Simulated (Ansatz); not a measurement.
`C[C@@H]1CCCC[C@H]1C`, charge 0, multiplicity 1.

**Question.** Give a relaxed structure at PBE0-D4/def2-TZVP (Ansatz). (Best estimate.)

**Answer.** The calculation gave: 
Cartesian coordinates in Å:
```
C -0.2454 -1.8814 1.1641
C -0.1502 -0.3625 1.0939
C -1.4149 0.2574 0.4936
C -1.5382 0.0105 -1.0045
C -0.2997 0.4988 -1.7426
C 0.9627 -0.1320 -1.1693
C 1.1078 0.0972 0.3375
C 1.4632 1.5440 0.6561
H -0.3307 -2.3381 0.1755
H 0.6405 -2.3048 1.6447
H -1.1196 -2.1907 1.7433
H -0.0610 0.0017 2.1252
H -1.4095 1.3382 0.6732
H -2.2940 -0.1330 1.0168
H -1.6762 -1.0598 -1.1969
H -2.4332 0.5073 -1.3909
H -0.2397 1.5907 -1.6666
H -0.3774 0.2715 -2.8100
H 1.8485 0.2565 -1.6825
H 0.9419 -1.2086 -1.3721
H 1.9426 -0.5232 0.6874
H 0.6810 2.2412 0.3476
H 2.3842 1.8402 0.1468
H 1.6170 1.6792 1.7300
```
Point group C2.
This is one stationary point; other conformers may exist.
